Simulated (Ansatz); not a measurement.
Reactions of C2H6GeOSi, SMILES `[OH][GeH2][C]#C[SiH3]`.

Computed with Ansatz on PBE0-D4/def2-TZVP structures; ΔE is electronic, products minus reactants. CCSD(T)/CBS adds triple-zeta CCSD(T) − MP2 to the extrapolated MP2 energy (def2 sets, frozen cores). This one scheme is used for every species. Double bonds are as drawn, so ΔE can hold a change between cis and trans. def2 core potentials past Kr. For Ga, Ge, Te outer-core shells are correlated without core-valence functions, which leaves a few kJ/mol of doubt a bond. Scalar relativity is left out up to krypton. One conformer a species, not always the lowest.

(1) Order these by ΔE at CCSD(T)/CBS, lowest first. (Best estimate.)
A. `[OH][GeH2][C]#C[SiH3]` + `[F][GeH2][O][GeH3]` → `[OH][GeH2][GeH2][F]` + `[SiH3]C#C[O][GeH3]`
B. `[OH][GeH2][C]#C[SiH3]` + `BC(F)[SiH3]` → `[SiH3]C#[C][GeH3]` + `OBC(F)[SiH3]`
C. `[OH][GeH2][C]#C[SiH3]` + `[CH3][Ga]([CH3])[OH]` → `[CH3][Ga]([CH3])[O][SiH3]` + `C#[C][GeH2][OH]`
D. `[OH][GeH2][C]#C[SiH3]` + H₂Te → `[OH][GeH2][TeH]` + `C#C[SiH3]`
E. `[OH][GeH2][C]#C[SiH3]` + `[NH2][AlH2]` → `[AlH2][NH]C#C[SiH3]` + `[OH][GeH3]`
F. `[OH][GeH2][C]#C[SiH3]` + `O[SiH2]O` → `O[SiH2][O][GeH2][OH]` + `C#C[SiH3]`
G. `[OH][GeH2][C]#C[SiH3]` + `C/N=C\N` → `C/N=C/N[SiH3]` + `C#[C][GeH2][OH]`
H. `[OH][GeH2][C]#C[SiH3]` + `O[SiH3]` → `O[SiH2]C#[C][GeH2][OH]` + SiH₄

Largest T1 diagnostic: 0.014, for `[AlH2][NH]C#C[SiH3]`.

Answers

(1) B (-1.16 eV), C (-0.67 eV), D (-0.52 eV), F (-0.36 eV), G (-0.24 eV), H (-0.10 eV), E (+0.71 eV), A (+1.36 eV).
